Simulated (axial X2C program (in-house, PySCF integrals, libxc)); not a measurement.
How long does MnH take?

A bond scan computed with an in-house relativistic program for diatomic molecules. Basis: Mn dyall-cv3z [9s10p6d3f2g], H dyall-v3z [6s2p1d] (cores contracted in-house).

Input:
```json
{"zs": [25, 1], "q": 0, "bas": ["dyall-cv3z", "dyall-v3z"], "levels": ["PBE0", "HF", "r2SCAN", "PBE", "B97-3"], "cc": true, "r0": 1.51, "thr": -2.0, "nmax": 140}
```
```bash
python so2c.py task.json out
```

Keys: zs atomic numbers; q charge; bas basis sets; levels methods; cc coupled cluster on or off; r0 starting distance in Å; thr threshold in hartree for freezing inner shells (an s shell follows its p shell); nmax most natural virtual spinors. HF also brings MP2.

Hardware: 2 threads of Intel(R) Xeon(R) 6975P-C (Granite Rapids), with other jobs on the host.

Wall time of one point of each curve, integrals apart:

| Hamiltonian | level | points | seconds a point |
| --- | --- | --- | --- |
| spin-free | PBE0 | 12 | 0.15 |
| spin-free | HF | 12 | 0.066 |
| spin-free | CCSD(T) (8 electrons, 82 virtuals) | 7 | 1.5 |
| spin-free | r2SCAN | 12 | 0.24 |
| spin-free | PBE | 12 | 0.13 |
| spin-free | B97-3 | 12 | 0.17 |
| 2c | PBE0 | 12 | 0.16 |
| 2c | HF | 12 | 0.081 |
| 2c | CCSD(T) (8 electrons, 82 virtuals) | 7 | 1.5 |
| 2c | r2SCAN | 12 | 0.25 |
| 2c | PBE | 12 | 0.14 |
| 2c | B97-3 | 12 | 0.21 |

The rest:

Search with its distance optimisation 18 s, atoms 4.2 s, whole task 69 s. Coupled cluster runs on the points near the minimum only. The program drops outer points, and coupled cluster, when its time limit (not in the input) nears; MP2, further determinants and curves that did not converge are not in the table.
